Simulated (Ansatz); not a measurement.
Gas-phase electronic energies from Ansatz, PBE0-D4/def2-TZVP geometries. CBS: MP2 limit from def2 TZ/QZ plus the TZ coupled-cluster correction, frozen cores. Functionals use def2-TZVPP. B3LYP here is the variant with VWN-RPA as its local correlation; programs differ in this. For Ge outer-core shells are correlated without core-valence functions, which leaves a few kJ/mol of doubt a bond. Scalar relativity is left out up to krypton. Each species was taken in one conformer, which may not be the lowest.

Reaction (cleavage of the Si–Ge bond): `C=[CH][GeH2][SiH3]` + `C=NCO` → `C=NCO[SiH3]` + `C=[CH][GeH3]`

| level | ΔE (kcal/mol) | difference from CCSD(T)/CBS |
| --- | --- | --- |
| PBE-D4 | -12.9 | 4.1 |
| r2SCAN-D4 | -16.7 | 0.3 |
| PBE0-D4 | -14.1 | 2.9 |
| B3LYP-D4 | -17.6 | -0.6 |
| ωB97X-V | -17.5 | -0.5 |
| ωB97M-V | -17.8 | -0.8 |
| B2PLYP | -18.3 | -1.3 |
| PBE | -12.8 | 4.2 |
| r2SCAN | -16.7 | 0.3 |
| PBE0 | -14.1 | 2.9 |
| B3LYP | -17.5 | -0.5 |
| HF/def2-TZVPP | -22.2 | -5.2 |
| MP2/def2-TZVPP | -18.3 | -1.3 |
| SCS-MP2/def2-TZVPP | -19.2 | -2.2 |
| CCSD/def2-TZVPP | -17.7 | -0.7 |
| CCSD(T)/def2-TZVPP | -17.1 | -0.1 |
| HF/def2-QZVPP | -22.7 | -5.7 |
| MP2/def2-QZVPP | -18.4 | -1.4 |
| SCS-MP2/def2-QZVPP | -19.3 | -2.3 |
| HF/CBS(def2) | -22.8 | -5.8 |
| MP2/CBS(def2) | -18.2 | -1.2 |
| CCSD/CBS(def2) | -17.6 | -0.6 |
| CCSD(T)/CBS | -17.0 | 0 |

Largest T1 diagnostic among the species: 0.012.

From PBE to PBE0 (25 % exact exchange), in def2-TZVPP and without D4, ΔE moves by −1.3 kcal/mol. In def2-TZVPP, CCSD(T) changes the Hartree–Fock value by +5.0 kcal/mol (the triples alone add +0.6 kcal/mol) and MP2 by +3.9 kcal/mol.
